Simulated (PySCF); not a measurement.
BFH5NO2Si, SMILES OB(O)N[SiH2]F. Atoms are numbered in the order given.

```xyz
11

Si     1.3751     0.2581     0.1701
F      2.5187    -0.9023     0.0818
N     -0.1260    -0.5623    -0.1141
B     -1.4039     0.0665    -0.1187
O     -2.5251    -0.6887    -0.3561
O     -1.4055     1.4244     0.1232
H      1.4547     0.8623     1.5245
H      1.6874     1.2707    -0.8709
H     -0.0940    -1.5618    -0.2918
H     -3.3580    -0.2062    -0.3473
H     -2.2633     1.8594     0.1240
```
Charge 0, spin multiplicity 1.

Coordinates come from a B3LYP-D3(BJ)/def2-SVP optimisation. This is a generated structure with no PubChem entry under its InChIKey; it may be hypothetical. The values are those of a single conformer.

Calculation: KT2/pcSseg-1 (PySCF).

GIAO shieldings, no solvent; atoms listed in one row are averaged. δ = σ(ref) − σ: ²⁹Si against TMS (σ = 361.9 ppm); ¹⁹F against CFCl3 (σ = 127.1 ppm); ¹⁵N against NH3 (σ = 266.2 ppm); ¹¹B against BF3 (σ = 89.8 ppm); ¹⁷O against H2O (σ = 330.4 ppm); ¹H against TMS (σ = 31.47 ppm), references at their B3LYP-D3(BJ)/def2-TZVP geometries, non-relativistic.

Estimate the chemical shifts. (Estimate from the structure and the level; the computed values follow.)


```
nucleus   atoms  count  δ (ppm)
-------  ------  -----  -------
²⁹Si        Si1      1     -4.3
¹⁹F          F2      1   -240.7
¹⁵N          N3      1     53.4
¹¹B          B4      1      7.9
¹⁷O          O5      1     92.2
¹⁷O          O6      1     88.7
¹H       H7, H8      2     5.79
¹H          H10      1     2.39
¹H          H11      1     2.24
¹H           H9      1     1.81
```
